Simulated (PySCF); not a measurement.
A run for PySCF: R-MP2/6-31G* on C2H2 (SMILES C#C) with ghost functions, monomers drawn apart or pushed together.

```python
from pyscf import gto, scf, dft, mp
from pyscf.data.elements import chemcore

mol = gto.M(
    atom='''
    C     0.53634921    0.04168888   -0.21938464
    C     0.05303610    0.00578378    0.87660521
    H     0.96403451    0.07326800   -1.19150030
    H    -0.37419022   -0.02476966    1.85746947
    ghost-C   -0.52653036    1.38348481    4.67351632
    ghost-O   -0.80380734    0.06080766    4.25782776
    ghost-C    0.05413538   -0.88916452    4.85835218
    ghost-H    0.49716380    1.67730713    4.41038059
    ghost-H   -0.65618048    1.49215168    5.75706338
    ghost-H   -1.22896853    2.03900471    4.16174570
    ghost-H    1.10344464   -0.69534634    4.60356493
    ghost-H   -0.23023658   -1.86924355    4.47938386
    ghost-H   -0.05011481   -0.88081138    5.95002445
    ''',
    basis='6-31g*',
    cart=True,
    charge=0, spin=0, verbose=3, max_memory=1800)
mf = scf.RHF(mol)
mf.conv_tol = 1e-8
mf.max_cycle = 100
mf.kernel()
if not mf.converged:
    mf = mf.newton().run(mf.mo_coeff, mf.mo_occ)
pt = mp.MP2(mf, frozen=chemcore(mol)).run()
```

It printed:

```
converged SCF energy = -76.8174215067712
E(RMP2) = -77.066300090895  E_corr = -0.248878584123798
E(SCS-RMP2) = -77.0637359418909  E_corr = -0.246314435119735
```

The run converged.

Cost: very roughly 1.7 core-seconds.
